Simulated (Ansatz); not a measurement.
A structure relaxed at PBE-D4/def2-SVP in Ansatz, charge 0, singlet:

```xyz
15

Ge   -0.895    2.202   -0.369
Ge    0.154   -0.652   -0.048
Ge   -0.193    1.585    2.000
O    -0.899   -2.112    0.029
O     0.377   -0.086    1.643
O    -1.811    1.734    1.148
O     0.429   -3.600   -1.228
O    -0.654   -2.737   -1.333
O    -0.429    0.649   -1.154
O     0.534    2.648    0.692
O     1.694   -1.234   -0.773
H    -0.033    1.934    3.484
H     1.190   -2.952   -1.285
H     2.010   -0.577   -1.425
H    -1.472    3.199   -1.381
```

Give its formula.

the cluster Ge3O8H4.

Summarise the bond lengths by kind (pairs closer than 1.2 times the sum of covalent radii, bridged metal pairs left out).

10 × Ge–O 1.80 to 1.84 Å; 2 × O–O 1.39 to 1.52 Å; 1 × Ge–Ge 2.55 Å; 2 × H–O 0.98 to 1.00 Å; 2 × Ge–H 1.53 Å.

The structure holds 2 bonds between oxygen atoms, so isomers without such links may lie far lower. The restricted singlet is unstable towards broken spin symmetry in Hartree–Fock (as tested in another run); at PBE-D4/def2-SVP this wasn't settled. The structure comes from a short search, and lower isomers may exist.
